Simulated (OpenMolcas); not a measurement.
## Pr IV: the spin-orbit constant, worked from levels

* Program: OpenMolcas 26.06
* Basis: ANO-R1 [7s5p3d2f]
* Scalar Hamiltonian: X2C, finite nucleus
* Active space: 2 electrons in 7 orbitals (4f)
* State averaging: 2S+1 = 3 even, 21 roots; 2S+1 = 1 even, 28 roots
* Spin-orbit coupling: state interaction with AMFI integrals over the reference wave functions, term energies averaged over their components

Methods: CASSCF; SS-CASPT2, IPEA 0.25 Eh, imaginary shift 0.1 Eh (closed shells correlated: 5s 5p). Measured levels: Martin, Zalubas and Hagan, Atomic Energy Levels: The Rare-Earth Elements, NSRDS-NBS 60 (1978).

**The spin-orbit constant.** For the Hund term ³H of f2, E(J) = (A/2) J(J+1) + constant and ζ = 2S·A = 2A. From J = 4 to J = 6 the energy changes by 11 A.

| Source | E(6) - E(4) | A | ζ |
| --- | --- | --- | --- |
| CASSCF | 4784.8 | 435.0 | 870 |
| SS-CASPT2 | 4793.9 | 435.8 | 872 |
| measured | 4389.1 | 399.0 | 798 |

All in cm-1. SS-CASPT2 is off by +9.2 % and CASSCF by +9.0 %. Both methods take the spin-orbit matrix elements from the reference wave functions, so the second can move ζ only through the term energies and any multistate remixing. Second-order mixing with other terms is absorbed into this ζ.

CASPT2 does not keep the components of a term degenerate, so their means are used; among the terms shown or strongly mixed into the levels shown the widest spread is 22 cm-1 (4f² ³H, SS-CASPT2). Over all roots computed the reference weight is 0.89 to 0.96 in SS-CASPT2; the roots of lowest weight are the least certain, and an intruder state may touch them. The basis is small and was not contracted for so high a charge. Without dynamic correlation excited terms often stand tens of per cent too high (terms of higher spin than the ground term too low), and those without a measured partner can miss by more than the paired ones (holds for CASSCF). Measured partners are found by configuration, term and J. A level has none where our copy of the source lacks it or the pairing is in doubt (some pairs that miss far off the trend of their configuration count as doubtful), and it then counts in no deviation. Levels of configurations outside the active space are missing.
